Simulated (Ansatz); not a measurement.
Li₈I₈⁺ (started as a model of: 2x2x4 LiI rock-salt block). The state is a doublet with charge 1. Geometry PBE-D4/def2-SVP, that of the neutral singlet; atoms count from 1.

```
atom    x (Å)    y (Å)    z (Å)
 Li1  -1.7163  -2.4061   2.9938
  I2  -0.5494   0.0214   2.6089
 Li3   0.6548   1.8841   0.8786
  I4   1.8674   4.2902   0.2443
  I5  -3.8003  -2.4204   1.2864
 Li6  -2.1097  -0.4771   0.2724
  I7  -1.5072   1.9683  -0.9816
 Li8   0.3444   3.7339  -1.9073
  I9   0.1218  -4.1737   2.1246
Li10   0.8400  -1.7959   0.9036
 I11   2.6624   0.1024  -0.0894
Li12   3.1283   2.4880  -1.3116
Li13  -1.7551  -3.8167   0.2250
 I14  -0.6074  -2.0913  -1.5379
Li15   0.6136   0.3896  -2.0546
 I16   1.8126   2.3030  -3.6554
```

In the def2 sets I takes a core potential; there is no spin–orbit coupling. The gap within one spin of the charge 1 doublet nearly closes, so an electron or hole may be smeared out by delocalisation error.

Estimate the Mulliken populations from the PBE/def2-SVP orbitals of Ansatz.


```json
{"atom": "Li1", "charge (e)": "0.45", "spin (α − β)": "0.00"}
{"atom": "I2", "charge (e)": "-0.30", "spin (α − β)": "0.14"}
{"atom": "Li3", "charge (e)": "0.37", "spin (α − β)": "-0.01"}
{"atom": "I4", "charge (e)": "-0.27", "spin (α − β)": "0.12"}
{"atom": "I5", "charge (e)": "-0.27", "spin (α − β)": "0.12"}
{"atom": "Li6", "charge (e)": "0.37", "spin (α − β)": "-0.01"}
{"atom": "I7", "charge (e)": "-0.30", "spin (α − β)": "0.14"}
{"atom": "Li8", "charge (e)": "0.45", "spin (α − β)": "0.00"}
{"atom": "I9", "charge (e)": "-0.27", "spin (α − β)": "0.12"}
{"atom": "Li10", "charge (e)": "0.37", "spin (α − β)": "-0.01"}
{"atom": "I11", "charge (e)": "-0.30", "spin (α − β)": "0.14"}
{"atom": "Li12", "charge (e)": "0.45", "spin (α − β)": "0.00"}
{"atom": "Li13", "charge (e)": "0.45", "spin (α − β)": "0.00"}
{"atom": "I14", "charge (e)": "-0.30", "spin (α − β)": "0.14"}
{"atom": "Li15", "charge (e)": "0.37", "spin (α − β)": "-0.01"}
{"atom": "I16", "charge (e)": "-0.27", "spin (α − β)": "0.12"}
```
Mulliken values depend strongly on the basis.

Where does the spin sit?

Summed by element: Li -0.04, I 1.04, of 1 unpaired in all. Largest on single atoms: I7 0.14, I14 0.14, I2 0.14.

And the Mayer bond orders between heavy atoms (over 0.3)?

Li1–I5 0.34 (2.69 Å); Li1–I9 0.34 (2.69 Å); Li3–I4 0.36 (2.77 Å); I4–Li8 0.34 (2.69 Å); I4–Li12 0.34 (2.69 Å); I5–Li6 0.36 (2.77 Å); I5–Li13 0.34 (2.69 Å); Li8–I16 0.34 (2.69 Å); I9–Li10 0.36 (2.77 Å); I9–Li13 0.34 (2.69 Å); Li12–I16 0.34 (2.69 Å); Li15–I16 0.36 (2.77 Å).
